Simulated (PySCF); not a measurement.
SMILES FC(c1cccc(C(F)(F)F)c1)(F)F (C₈H₄F₆) (GFN2-xTB optimised geometry):

```
18

F     -2.089    -2.849     1.288
C     -0.949    -2.689     1.983
F     -0.003    -3.368     1.316
F     -1.124    -3.319     3.150
C     -0.596    -1.234     2.146
C     -0.771    -0.595     3.366
C     -0.458     0.749     3.483
C      0.023     1.452     2.393
C      0.188     0.802     1.176
C      0.743     1.562     0.000
F      2.089     1.562     0.000
F      0.368     2.849     0.000
F      0.364     1.049    -1.176
C     -0.116    -0.544     1.042
H     -1.146    -1.147     4.214
H     -0.591     1.250     4.429
H      0.266     2.500     2.479
H      0.015    -1.047     0.096
```

Calculation: PySCF with PBE0/def2-SVP.

Task: What are the frontier orbital energies and the dipole moment?

Result: HOMO-2 -10.65 eV, HOMO-1 -8.45 eV, HOMO -8.39 eV, LUMO -1.45 eV, LUMO+1 -1.26 eV; dipole moment 2.68 D.

Meta-Löwdin charges at PBE0/def2-SVP: F1 -0.26, C2 0.75, F3 -0.26, F4 -0.26, C5 -0.03, C6 -0.09, C7 -0.09, C8 -0.09, C9 -0.03, C10 0.75, F11 -0.27, F12 -0.26, F13 -0.26, C14 -0.09, H15 0.13, H16 0.12, H17 0.13, H18 0.13.
